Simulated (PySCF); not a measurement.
## Dipole response of Pb (lead, neutral)

[Xe] 4f14 5d10 6s2 6p2, high-spin 3P determinant. Computed with PySCF 2.14 in ANO-RCC-VTZP, with scalar relativity by spin-free X2C-1e. Coupled (time-dependent) response in atomic units; α is the mean over directions. The basis has no added diffuse functions, which lowers α and C₆.

```tsv
method	mean α (bohr³)	α xx, yy, zz	C₆ (like pair)	S(−4)
revPBE	40.13	32.54, 43.92, 43.92	504.5	312.5
```

S(−4) is the Cauchy moment in α(ω) = α(0) + S(−4) ω² + …

Reference α: 47 ± 3 bohr³ (recommended; Schwerdtfeger and Nagle, table of static dipole polarizabilities (2023 update)). Published C₆: 534.0 (Gould and Bucko (2016)).

Spin-orbit coupling is absent.

α(iu) at revPBE:

```
u (hartree)  α(iu) (bohr³)
          0          40.13
     0.0500          39.37
      0.100          37.29
      0.200          31.14
      0.300          24.93
      0.500          16.15
      0.750          10.43
       1.00          7.449
       1.50          4.534
       2.00          3.116
       3.00          1.753
       5.00         0.7826
```

A single London oscillator, α(iu) = α/(1 + u²/ω²), gives C₆ = (3/4) ω α². Matching the computed C₆ needs ω = 4 × 504.5 / (3 × 40.13²) = 0.418 hartree.

The components differ because the open shell of this determinant is not spherical; for a pure term their mean is the scalar polarisability.

Spin-orbit coupling is strong in this species (close to jj coupling), so the high-spin LS determinant is a model state, not a physical level.
